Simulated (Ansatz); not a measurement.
C$_{5}$H$_{8}$O, singlet, geometry from GFN2-xTB; HF/def2-TZVPD (Ansatz, a quantum-chemistry and plane-wave program).

Here is a job for Ansatz.
Ansatz 0.2 input:
```yaml
crystal:
  periodic: [false, false, false]
  atoms:
    - {symbol: C, position_ang: [2.16464424, -0.59029929, -0.29092633]}
    - {symbol: C, position_ang: [1.20652579, 0.23658020, -0.66250767]}
    - {symbol: C, position_ang: [-0.27454940, -0.01533149, -0.55416552]}
    - {symbol: C, position_ang: [-0.66020099, -1.38422513, -0.00917352]}
    - {symbol: C, position_ang: [-0.86561143, 1.09448846, 0.28540392]}
    - {symbol: O, position_ang: [-1.55929228, 0.94556866, 1.24893323]}
    - {symbol: H, position_ang: [1.96667055, -1.55918436, 0.13202478]}
    - {symbol: H, position_ang: [3.20230417, -0.32635950, -0.40409281]}
    - {symbol: H, position_ang: [1.46038251, 1.20161201, -1.08422471]}
    - {symbol: H, position_ang: [-0.69993743, 0.11556458, -1.56018148]}
    - {symbol: H, position_ang: [-0.26795422, -2.17430493, -0.64380890]}
    - {symbol: H, position_ang: [-1.74343781, -1.46833045, 0.02988504]}
    - {symbol: H, position_ang: [-0.27760251, -1.50842551, 1.00040317]}
    - {symbol: H, position_ang: [-0.59093628, 2.10760252, -0.07325627]}
basis:
  gaussian:
    orbitals: def2-TZVPD
hamiltonian:
  xc: hf
```

It wrote (shortened):

```
Functional definition: HF
1873 factors; their error is unknown
mean field evaluation 1: about -7312.7216 eV, gradient 4.6e1 eV
mean field evaluation 2: about -7316.5076 eV, gradient 2.7e1 eV
mean field evaluation 4: about -7317.9038 eV, gradient 2.2e0 eV
mean field evaluation 8: about -7317.9196 eV, gradient 9.8e-2 eV
mean field -7318.01960069 eV, -268.9322599934 hartree, gradient 5.4e-5 eV, S^2 0.000000; 0 other end points of the search recorded, 0 dependent functions left out
reference -7318.01960069 eV, -268.9322599934 hartree; 23, 23 occupied and 274, 274 virtual orbitals, 1873 factors
Total energy: -7318.01960069 eV, -268.9322599934 hartree
```
